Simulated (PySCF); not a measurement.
Geometry:
| atom | x (Å) | y (Å) | z (Å) |
| --- | --- | --- | --- |
| C1 | 0.276 | -1.126 | 0.386 |
| C2 | -1.105 | -0.523 | 0.041 |
| Si3 | -0.889 | 1.361 | 0.029 |
| O4 | 0.734 | 1.468 | -0.394 |
| Si5 | 1.577 | 0.014 | -0.395 |
| H6 | 0.366 | -2.177 | 0.067 |
| H7 | 0.434 | -1.116 | 1.479 |
| H8 | -1.410 | -0.829 | -0.976 |
| H9 | -1.897 | -0.872 | 0.722 |
| H10 | -1.111 | 1.982 | 1.371 |
| H11 | -1.741 | 2.059 | -0.976 |
| H12 | 2.830 | 0.134 | 0.405 |
| H13 | 1.928 | -0.376 | -1.794 |

Geometry: PBE0-D3(BJ)/def2-SVP; GIAO shifts from PySCF, gas phase, non-relativistic, averaged over equivalent atoms.

At PBE0/pcSseg-1 (139 basis functions, 18 s wall time on 1 thread of an x86-64 server CPU, shared host):
```json
{"atoms": "C1/C2", "δ (ppm)": "7.9"}
{"atoms": "Si3/Si5", "δ (ppm)": "1.6"}
{"atoms": "O4", "δ (ppm)": "31.4"}
{"atoms": "H10/H11/H12/H13", "δ (ppm)": "5.01"}
{"atoms": "H6/H7/H8/H9", "δ (ppm)": "0.98"}
```

Referencing at the same level of theory: TMS for 13C (σref 184.41), 29Si (σref 351.99), 1H (σref 31.27); 17O (σref 334.56) against H2O.

Task: What do these become at B97-2/pcSseg-2?

Result: 
```tsv
atoms	δ at B97-2/pcSseg-2	change
C1/C2	9.0	+1.1
Si3/Si5	-4.7	-6.3
O4	38.8	+7.4
H10/H11/H12/H13	4.97	-0.04
H6/H7/H8/H9	1.06	+0.08
```

Shifts are taken against calculated references (same method and geometry level): 13C (183.46 ppm), 29Si (347.59 ppm), 1H (31.36 ppm) against TMS; 17O (326.24 ppm) against H2O.

The largest change is at O4 (oxygen bonded to 2 Si, in a 5-membered ring). Cost: 306 basis functions, 63 s wall time on 1 thread of an x86-64 server CPU, shared host.

Experimental scales use liquid or dissolved standards, which lie at an offset from isolated H2O (liquid H2O: subtract about 36 ppm).
